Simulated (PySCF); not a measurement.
## Au⁵⁶⁺: ionisation energy

Au⁵⁶⁺ [Ar] 3d5 (6S) → Au⁵⁷⁺ [Ar] 3d4 (5D), as a difference of total energies. Computed with PySCF 2.14 in an uncontracted even-tempered set (17 s from 14 bohr⁻², ratio 2.5; 13 p from 18 bohr⁻², ratio 2.5; 7 d from 18 bohr⁻², ratio 2.5; 4 f from 70 bohr⁻², ratio 2.7; 3 g from 110 bohr⁻², ratio 2.7), with the spin-free X2C one-electron Hamiltonian (Gaussian nucleus). Correlated levels: outer shells: [Ne] frozen; virtual orbitals above 40 to 60 times the deepest correlated orbital energy dropped. The calculations carry no spin-orbit coupling.

```
                method  ionisation energy (eV)
                   UHF                  5661.7
                   LDA                  5656.7
                   PBE                  5656.2
                  PBE0                  5658.1
                r2SCAN                  5658.9
                revPBE                  5656.2
                  TPSS                  5655.0
    MP2 (outer shells)                  5661.9
SCS-MP2 (outer shells)                  5661.3
```

Spin-orbit coupling is strong in these open shells (close to jj coupling). The scalar numbers leave it out and a first-order estimate fails, so it can dominate the gap to the real levels.

Breit and QED terms and the two-electron picture change are absent.

For comparison: 5594 ± 5 eV (theoretical estimate listed by NIST; NIST Atomic Spectra Database, ionization energies).
